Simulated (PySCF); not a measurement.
Species: C6H5NOSi (charge +1 and doublet state).
Structure used (GFN2-xTB), in Å, numbered top down from 1:
```xyz
14
C6H5NOSi angstrom
C     -3.466    0.550    1.084
C     -2.678    0.051    0.318
Si    -1.529   -0.749   -0.860
C     -0.187   -1.457    0.799
O     -0.638   -2.432    1.262
C      0.810   -0.549    0.851
C      1.671    0.327    0.854
C      2.676    1.305    0.737
N      3.666    1.259   -0.035
H     -4.156    0.992    1.749
H     -1.882   -2.061   -1.377
H     -0.668    0.152   -1.619
H      2.537    2.194    1.350
H      3.844    0.417   -0.575
```

The hyperfine couplings belong to this conformer and change with its torsions.

As a line formula: `[H]/N=C\C#CC(=O)[SiH2][C]=[CH+]` [radical] (charge +1).

Level of theory: PySCF, UKS B3LYP, pcH-1 on C H N O Si, non-relativistic, mean-field spin-orbit, GIAO. Isolated species at its GFN2-xTB geometry (one conformer only). The geometry wasn't refined by DFT: couplings that depend on bond lengths, twists or pyramidal angles can differ widely from those at the functional's own minimum, by a factor of two or more for some ions and for spin on atoms past the first row. Stability of the SCF solution: not tested.

(1) Where do the isotropic ENDOR lines of N9, H11/H12, H10, H14 and H13 fall at 3342.8 mT, to first order?

(2) Which pairs are centred on the nuclear Larmor frequency, and which on half the coupling?

## Answers

(1) For S = 1/2 in fast tumbling each set of equivalent nuclei gives two lines, ν± = |νn ± a/2| to first order, with νn = g_N μN B/h and μN/h = 7.62259 MHz/T.

| nuclei | isotope | g_N | νn (MHz) | a_iso (MHz) | lower line (MHz) | upper line (MHz) |
| --- | --- | --- | --- | --- | --- | --- |
| N9 | 14N | 0.4038 | 10.29 | 4.34 | 8.12 | 12.46 |
| H11/H12 | 1H | 5.5857 | 142.33 | 17.70 | 133.48 | 151.18 |
| H10 | 1H | 5.5857 | 142.33 | -8.18 | 138.24 | 146.42 |
| H14 | 1H | 5.5857 | 142.33 | -7.91 | 138.37 | 146.28 |
| H13 | 1H | 5.5857 | 142.33 | 3.22 | 140.72 | 143.94 |

(2) Centred on νn, since |a| < 2νn: N9, H11/H12, H10, H14 and H13. No pair has |a| > 2νn.

Nuclei that the bonding pattern makes equivalent are averaged, as if the motion that swaps them (rotation, inversion, ring flip) were fast. The 1H value of +17.7 MHz is a mean of couplings from 15.0 to 20.4 MHz in this one geometry, not an average over conformers.

On Arm Neoverse V1, one thread (shared host), this took 2.0 min (grids of density and orbitals included) and 0.96 GiB of memory at its peak.

The SMILES draws the unpaired electron on C2; the largest computed Mulliken spin population is on O5 (0.34 against -0.03).
